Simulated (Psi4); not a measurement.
tellurium atom (Te), triplet (core potentials on Te); Psi4 with B3LYP/def2-SVP.

Here is a job for Psi4.
```
memory 2 GB

molecule mol {
0 3
  Te    0.000000    0.000000    0.000000
}

set basis def2-svp
set reference uks
set guess core

energy('b3lyp')
print_variables()
```

The log (banner, timings and long lists left out):

```
   => Loading Basis Set <=

    Name: DEF2-SVP
    Role: ORBITAL
    Keyword: BASIS

    !!!  WARNING: ECP capability is in beta. Please check occupations closely.  !!!

         ---------------------------------------------------------
                                   SCF
               by Justin Turney, Rob Parrish, Andy Simmonett
                          and Daniel G. A. Smith
                              UKS Reference
         ---------------------------------------------------------

  ==> Geometry <==

    Molecular point group: d2h
    Geometry (in Angstrom), charge = 0, multiplicity = 3:

       Center              X                  Y                   Z               Mass
    ------------   -----------------  -----------------  -----------------  -----------------
         TE           0.000000000000     0.000000000000     0.000000000000   129.906222748000

  Running in d2h symmetry.

  Rotational constants: A = ************  B = ************  C = ************ [cm^-1]
  Rotational constants: A = ************  B = ************  C = ************ [MHz]
  Nuclear repulsion =    0.000000000000000

  Charge       = 0
  Multiplicity = 3
  Electrons    = 24
  Nalpha       = 13
  Nbeta        = 11

  ==> Algorithm <==

  SCF Algorithm Type is DF.
  DIIS enabled.
  MOM disabled.
  Fractional occupation disabled.
  Guess Type is CORE.
  Energy threshold   = 1.00e-06
  Density threshold  = 1.00e-06
  Integral threshold = 1.00e-12

  ==> Primary Basis <==

  Basis Set: DEF2-SVP
    Blend: DEF2-SVP
    Number of shells: 10
    Number of basis functions: 26
    Number of Cartesian functions: 28
    Spherical Harmonics?: true
    Max angular momentum: 2

  Core potential: DEF2-SVP
    Number of shells: 4
    Number of ECP primitives: 18
    Number of ECP core electrons: 28
    Max angular momentum: 3

  ==> DFT Potential <==

   => LibXC <=

    Version 7.1.2
    S. Lehtola, C. Steigemann, M. J. T. Oliveira, and M. A. L. Marques,  SoftwareX 7, 1–5 (2018) (10.1016/j.softx.2017.11.002)

   => Composite Functional: B3LYP <=

    B3LYP Hyb-GGA Exchange-Correlation Functional

    P. J. Stephens, F. J. Devlin, C. F. Chabalowski, and M. J. Frisch,  J. Phys. Chem. 98, 11623 (1994) (10.1021/j100096a001)

    Deriv               =              1
    GGA                 =           TRUE
    Meta                =          FALSE

    Exchange Hybrid     =           TRUE
    MP2 Hybrid          =          FALSE

   => Exchange Functionals <=

    0.0800   Slater exchange
    0.7200         Becke 88

   => Exact (HF) Exchange <=

    0.2000               HF

   => Correlation Functionals <=

    0.1900   Vosko, Wilk & Nusair (VWN5_RPA)
    0.8100   Lee, Yang & Parr

   => LibXC Density Thresholds  <==

    XC_HYB_GGA_XC_B3LYP:  1.00E-15

   => Molecular Quadrature <=

    Radial Scheme          =       TREUTLER
    Pruning Scheme         =           NONE
    Nuclear Scheme         =       TREUTLER

    Blocking Scheme        =         OCTREE
    BS radius alpha        =              1
    Pruning alpha          =              1
    Radial Points          =             75
    Spherical Points       =            302
    Total Points           =          19624
    Total Blocks           =            213
    Max Points             =            251
    Max Functions          =             26
    Weights Tolerance      =       1.00E-15

   => Loading Basis Set <=

    Name: (DEF2-SVP AUX)
    Role: JKFIT
    Keyword: DF_BASIS_SCF

  ==> Integral Setup <==

  SCF_SUBTYPE=INCORE selected. In-core MEM_DF algorithm will be used.
  Using in-core AOs.

  ==> MemDFJK: Density-Fitted J/K Matrices <==

    J tasked:                   Yes
    K tasked:                   Yes
    wK tasked:                   No
    Algorithm:                 Core
    Schwarz Cutoff:           1E-12
    Mask sparsity (%):       0.0000
    Fitting Condition:        1E-10

   => Auxiliary Basis Set <=

  Basis Set: (DEF2-SVP AUX)
    Blend: DEF2-UNIVERSAL-JKFIT
    Number of shells: 46
    Number of basis functions: 218
    Number of Cartesian functions: 309
    Spherical Harmonics?: true
    Max angular momentum: 5

  Minimum eigenvalue in the overlap matrix is 7.1038417755E-02.
  Reciprocal condition number of the overlap matrix is 2.4910432998E-02.
    Using symmetric orthogonalization.

  ==> Pre-Iterations <==

  SCF Guess: Core (One-Electron) Hamiltonian.

   -------------------------------------------------------
    Irrep   Nso     Nmo     Nalpha   Nbeta   Ndocc  Nsocc
   -------------------------------------------------------
     Ag         8       8       4       4       4       0
     B1g        2       2       1       1       1       0
     B2g        2       2       1       1       1       0
     B3g        2       2       1       1       1       0
     Au         0       0       0       0       0       0
     B1u        4       4       2       1       1       1
     B2u        4       4       2       2       2       0
     B3u        4       4       2       1       1       1
   -------------------------------------------------------
    Total      26      26      13      11      11       2
   -------------------------------------------------------

  ==> Iterations <==

                           Total Energy        Delta E     RMS |[F,P]|

   @DF-UKS iter   1:  -260.37845059258382   -2.60378e+02   9.53669e-01 ADIIS
   @DF-UKS iter   2:  -265.74693200946638   -5.36848e+00   2.73099e-01 ADIIS
   @DF-UKS iter   3:  -267.55326318420629   -1.80633e+00   1.11047e-01 ADIIS
   @DF-UKS iter   4:  -267.94009740807206   -3.86834e-01   5.17737e-02 DIIS/ADIIS
   @DF-UKS iter   5:  -268.05219387357658   -1.12096e-01   1.53227e-02 DIIS/ADIIS
   @DF-UKS iter   6:  -268.06424837186876   -1.20545e-02   1.44471e-03 DIIS/ADIIS
   @DF-UKS iter   7:  -268.06435372101805   -1.05349e-04   1.53385e-05 DIIS
   @DF-UKS iter   8:  -268.06435373414598   -1.31279e-08   8.83783e-07 DIIS
  Energy and wave function converged.

  ==> Post-Iterations <==

   Electrons on quadrature grid:
      Nalpha   =   13.0000000000 ; deviation = -9.415e-14
      Nbeta    =   11.0000000000 ; deviation = -7.994e-14
      Ntotal   =   24.0000000000 ; deviation = -1.741e-13

   @Spin Contamination Metric:   1.535622137E-03
   @S^2 Expected:                2.000000000E+00
   @S^2 Observed:                2.001535622E+00
   @S   Expected:                1.000000000E+00
   @S   Observed:                1.000000000E+00

    Orbital Energies [Eh]
    ---------------------

    Alpha Occupied:

       1Ag    -6.282873     1B1u   -4.419801     1B3u   -4.419801
       1B2u   -4.399712     1B2g   -1.620471     2Ag    -1.620471
       1B3g   -1.603798     1B1g   -1.603798     3Ag    -1.598303
       4Ag    -0.628625     2B3u   -0.276009     2B1u   -0.276009
       2B2u   -0.237847

    Alpha Virtual:

       5Ag     0.194142     6Ag     0.307314     2B2g    0.307314
       3B3u    0.312950     3B1u    0.312950     2B3g    0.334673
       2B1g    0.334673     3B2u    0.337146     7Ag     0.344835
       4B3u   18.546606     4B1u   18.546606     4B2u   18.563097
       8Ag    52.252522

    Beta Occupied:

       1Ag    -6.276061     1B1u   -4.411011     1B3u   -4.411011
       1B2u   -4.397155     1B2g   -1.609128     2Ag    -1.609128
       1B3g   -1.597189     1B1g   -1.597189     3Ag    -1.593061
       4Ag    -0.566192     2B2u   -0.217264

    Beta Virtual:

       2B1u   -0.161755     2B3u   -0.161755     5Ag     0.214174
       3B3u    0.342661     3B1u    0.342661     3B2u    0.345448
       2B3g    0.371834     2B1g    0.371834     6Ag     0.374030
       2B2g    0.374305     7Ag     0.374305     4B3u   18.559740
       4B1u   18.559740     4B2u   18.566682     8Ag    52.251706

    Final Occupation by Irrep:
             Ag   B1g   B2g   B3g    Au   B1u   B2u   B3u
    DOCC [     4,    1,    1,    1,    0,    1,    2,    1 ]
    SOCC [     0,    0,    0,    0,    0,    1,    0,    1 ]
    NA   [     4,    1,    1,    1,    0,    2,    2,    2 ]
    NB   [     4,    1,    1,    1,    0,    1,    2,    1 ]

  @DF-UKS Final Energy:  -268.06435373414598

   => Energetics <=

    Nuclear Repulsion Energy =              0.0000000000000000
    One-Electron Energy =                -466.9695625772670837
    Two-Electron Energy =                 215.7959000381735279
    DFT Exchange-Correlation Energy =     -16.8906911950524261
    Empirical Dispersion Energy =           0.0000000000000000
    VV10 Nonlocal Energy =                  0.0000000000000000
    Total Energy =                       -268.0643537341459819

  UHF NO Occupations:
  HONO-2 :    4 Ag 1.9993994
  HONO-1 :    2B3u 1.0000000
  HONO-0 :    2B1u 1.0000000
  LUNO+0 :    5 Ag 0.0006006
  LUNO+1 :    3B2u 0.0000902
  LUNO+2 :    6 Ag 0.0000289
  LUNO+3 :    2B2g 0.0000289

Computation Completed

Properties will be evaluated at   0.000000,   0.000000,   0.000000 [a0]

Properties computed using the SCF density matrix

 Multipole Moments:

 ------------------------------------------------------------------------------------
     Multipole            Electronic (a.u.)      Nuclear  (a.u.)        Total (a.u.)
 ------------------------------------------------------------------------------------

 L = 1.  Multiply by 2.5417464519 to convert [e a0] to [Debye]
 Dipole X            :          0.0000000            0.0000000            0.0000000
 Dipole Y            :          0.0000000            0.0000000            0.0000000
 Dipole Z            :          0.0000000            0.0000000            0.0000000
 Magnitude           :                                                    0.0000000

 ------------------------------------------------------------------------------------

  Variable Map:
  ----------------------------------------------------------------------------
  "CURRENT ENERGY"              =>    -268.064353734146
  "CURRENT REFERENCE ENERGY"    =>    -268.064353734146
  "DD SOLVATION ENERGY"         =>       0.000000000000
  "DFT FUNCTIONAL TOTAL ENERGY" =>    -268.064353734146
  "DFT TOTAL ENERGY"            =>    -268.064353734146
  "DFT VV10 ENERGY"             =>       0.000000000000
  "DFT XC ENERGY"               =>     -16.890691195052
  "GRID ELECTRONS ALPHA"        =>      13.000000000000
  "GRID ELECTRONS BETA"         =>      11.000000000000
  "GRID ELECTRONS TOTAL"        =>      24.000000000000
  "NUCLEAR REPULSION ENERGY"    =>       0.000000000000
  "ONE-ELECTRON ENERGY"         =>    -466.969562577267
  "PCM POLARIZATION ENERGY"     =>       0.000000000000
  "PE ENERGY"                   =>       0.000000000000
  "SCF ITERATION ENERGY"        =>    -268.064353734146
  "SCF ITERATIONS"              =>       8.000000000000
  "SCF TOTAL ENERGY"            =>    -268.064353734146
  "TWO-ELECTRON ENERGY"         =>     215.795900038174
  "XC GRID RADIAL POINTS"       =>      75.000000000000
  "XC GRID SPHERICAL POINTS"    =>     302.000000000000
  "XC GRID TOTAL POINTS"        =>   19624.000000000000

  Array Variable Map:
  ----------------------------------------------------------------------------
  "CURRENT DIPOLE"              =>       0.000000000000 ... 0.000000000000 1 by 3
  "SCF DIPOLE"                  =>       0.000000000000 ... 0.000000000000 1 by 3
  "SCF TOTAL ENERGIES"          =>    -260.378450592584 ... -268.064353734146 1 by 8
```
